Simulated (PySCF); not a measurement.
**Exercise with solution: chemical shift, span and skew from a shielding tensor**

CH3N2S, SMILES [NH]C(N)=S (connectivity only; charge and spin as stated), charge -1, multiplicity 1. Atoms are numbered in the order given.

```xyz
7

N      0.9183    -1.0352     0.8974
C      0.0234    -0.3258     0.2828
N     -1.3185    -0.6789     0.5158
S      0.2622     1.0407    -0.8046
H      1.8381    -0.6608     0.6759
H     -1.4252    -1.6367     0.8337
H     -1.9466    -0.4002    -0.2256
```
Charge -1, spin multiplicity 1.

Geometry optimised at B3LYP-D3(BJ)/def2-SVPD. The multiplicity is an assumed one; other spin states were not compared. The isomer is the one that the SMILES or the coordinates give; other isomers of the formula were not compared. The values are those of a single conformer.

GIAO shieldings from HF/pcSseg-1 (PySCF), non-relativistic, no solvent. The symmetric part of the tensor of C2 has the principal values -154.7, 0.5, 119.9 ppm. The same nucleus in TMS has σ = 192.6 ppm at this level (PySCF, at its B3LYP-D3(BJ)/def2-TZVP geometry).

Question: Work out the isotropic shielding, the ¹³C shift against TMS, the span and the skew.

Answer: 
σ(iso) = (σ11 + σ22 + σ33)/3 = -11.4 ppm. δ = σ(ref) − σ(iso) = 192.6 − (-11.4) = 204.0 ppm.
Span Ω = σ33 − σ11 = 274.6 ppm. Skew κ = 3(σ(iso) − σ22)/Ω = -0.13. Tumbling in solution averages the tensor to δ; in a static solid the shielding alone would spread this spin-1/2 line over Ω.
